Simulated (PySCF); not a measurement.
Start geometry of TeCl2Me2 (`C[Te](C)(Cl)Cl`) from GFN2-xTB (Å):
```
atom  x, y, z in Å
Te1   -0.6643   -1.0213    0.0293
Cl2   -0.6187   -0.7630    2.4743
Cl3   -0.6712   -0.8336   -2.4818
C4     1.4987   -0.7751   -0.0122
H5     1.7990   -1.8013   -0.1253
H6     1.7090   -0.3179    0.9227
H7     1.7194   -0.1902   -0.8561
C8    -1.0702    1.1661   -0.0190
H9    -2.1923    1.3077    0.1456
H10   -0.7738    1.5502   -0.9139
H11   -0.6374    1.5930    0.8673
```

Problem. What comes out of this run: PBE0-D3(BJ)/def2-SVP geometry optimisation, gas phase, def2 core potentials past Kr in PySCF 2.14.0?

Solution. 
```
atom  x, y, z in Å
Te1   -0.6980   -0.9411    0.0222
Cl2   -0.5734   -0.7847    2.5180
Cl3   -0.6337   -0.8355   -2.4774
C4     1.4266   -0.7757   -0.0186
H5     1.8329   -1.7891   -0.1305
H6     1.7303   -0.3346    0.9376
H7     1.6836   -0.1624   -0.8897
C8    -1.1121    1.1498    0.0162
H9    -2.1985    1.2679    0.1191
H10   -0.7657    1.5404   -0.9469
H11   -0.5941    1.5796    0.8808
```

The energy falls by 9.6 kcal/mol over 6 energy and gradient evaluations, the largest force component goes from 0.0592 to 2.9e-04 Eh/bohr, and the atoms move by 0.054 Å rms after alignment. The bond that changes most is Te1–C8 (ends: tellurium bonded to 2 C and 2 Cl; carbon bonded to Te and 3 H), which shortens by 0.094 Å. Bonds longer at the end by more than 0.005 Å: 6 of 10; shorter: 4. Among the angles that change most is Te1–C4–H5, from 99.9° to 107.4°. Rotational constants go from 3490, 1026, 975.7 to 3681, 1023, 966.9 MHz. The orientation of the end geometry is arbitrary; only internal coordinates are fixed.

The run used 120 basis functions and 41 SCF cycles in all.

Whether it is a minimum is left open (no frequencies).
